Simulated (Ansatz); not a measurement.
Geometry optimisation, RKS PBE-D4/6-31G* in Ansatz 0.2.0.

The input (input.yaml):

```yaml
crystal:
  periodic: [false, false, false]
  atoms:
    - { symbol: B, position_ang: [0.014421, 0.668127, -0.204616] }
    - { symbol: Cl, position_ang: [0.020259, -0.809377, 2.481852] }
    - { symbol: C, position_ang: [1.39923, 0.097829, -0.656634] }
    - { symbol: H, position_ang: [1.454032, -0.992554, -0.494704] }
    - { symbol: H, position_ang: [1.491425, 0.242325, -1.753073] }
    - { symbol: H, position_ang: [2.277234, 0.573456, -0.187395] }
    - { symbol: H, position_ang: [-1.036708, 0.119631, -0.402183] }
    - { symbol: S, position_ang: [-0.218155, 2.358295, 0.546962] }
    - { symbol: H, position_ang: [1.094067, 2.712533, 0.654898] }
    - { symbol: H, position_ang: [-0.211505, 0.506435, 2.36729] }
basis:
  gaussian: { orbitals: "6-31G*" }
hamiltonian:
  xc: pbe
  dispersion: d4
relax:
  f_tol: 0.03
  max_steps: 50
output:
  orbitals: {}
```

Launched with:

```bash
$ ansatz run input.yaml --threads 1 --pin off --max-ram 2048MiB --backend cpu --events-out ev --progress --plain --runs-dir out
```

**Question.** Where does it end, and by what steps?

**Answer.** It converged. After 12 steps the energy has fallen by 0.106 eV; Cl2 moved furthest, 0.86 Å.

```json
{"step": "0", "energy less start (eV)": "0.0000", "largest force component (eV/Å)": "0.786", "accepted": "yes"}
{"step": "1", "energy less start (eV)": "-0.0411", "largest force component (eV/Å)": "0.890", "accepted": "yes"}
{"step": "2", "energy less start (eV)": "-0.0695", "largest force component (eV/Å)": "0.745", "accepted": "yes"}
{"step": "3", "energy less start (eV)": "-0.0818", "largest force component (eV/Å)": "0.654", "accepted": "yes"}
{"step": "4", "energy less start (eV)": "-0.0920", "largest force component (eV/Å)": "0.420", "accepted": "yes"}
{"step": "5", "energy less start (eV)": "-0.0991", "largest force component (eV/Å)": "0.259", "accepted": "yes"}
{"step": "6", "energy less start (eV)": "-0.1008", "largest force component (eV/Å)": "0.189", "accepted": "yes"}
{"step": "7", "energy less start (eV)": "-0.1012", "largest force component (eV/Å)": "0.214", "accepted": "yes"}
{"step": "8", "energy less start (eV)": "-0.1004", "largest force component (eV/Å)": "0.190", "accepted": "no"}
{"step": "9", "energy less start (eV)": "-0.1026", "largest force component (eV/Å)": "0.162", "accepted": "yes"}
{"step": "10", "energy less start (eV)": "-0.1042", "largest force component (eV/Å)": "0.094", "accepted": "yes"}
{"step": "11", "energy less start (eV)": "-0.0580", "largest force component (eV/Å)": "0.618", "accepted": "no"}
{"step": "12", "energy less start (eV)": "-0.1056", "largest force component (eV/Å)": "0.010", "accepted": "yes"}
```

```xyz
10
Properties=species:S:1:pos:R:3
B 0.035 0.726 -0.442
Cl -0.048 -0.534 3.292
C 1.432 0.158 -0.854
H 1.492 -0.896 -0.519
H 1.515 0.116 -1.957
H 2.306 0.697 -0.453
H -0.998 0.260 -0.849
S -0.235 2.100 0.705
H 1.062 2.410 0.990
H -0.276 0.440 2.440
```

Whether the end is a true minimum wasn't checked by a vibrational analysis.

Run time: 36 s on 1 thread of Arm Neoverse V2 (shared host), peak memory 0.14 GiB.
